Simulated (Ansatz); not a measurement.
Cartesian coordinates in Å:
```
B 1.360 -0.275 0.910
C 0.470 0.251 -0.214
Cl 1.238 1.053 -1.573
C -0.950 0.706 0.110
C -0.772 -0.613 -0.510
Cl -1.262 -0.897 -2.149
H 0.818 -0.819 1.829
H 2.546 -0.166 0.881
H -1.321 1.496 -0.530
H -1.243 0.766 1.151
H -0.884 -1.502 0.096
```

Total charge 0; spin multiplicity 1.

Problem. List the ωB97M-V/def2-TZVPP orbital energies in eV (Ansatz 0.2.0). (Best estimate.)

Solution. Computed: Occupied: -2772.28, -2771.99, -283.93, -283.34, -282.53, -262.64, -262.35, -200.18, -199.95, -199.95, -199.89, -199.66, -199.66, -188.29, -28.85, -26.47, -25.36, -20.39, -19.56, -18.03, -16.27, -15.41, -14.00, -13.85, -13.41, -12.94, -12.36, -11.47, -11.03, -10.32, -10.18. Lowest empty: 0.06, 2.14, 2.69, 3.17, 3.42, 3.65, 3.92, 4.21.
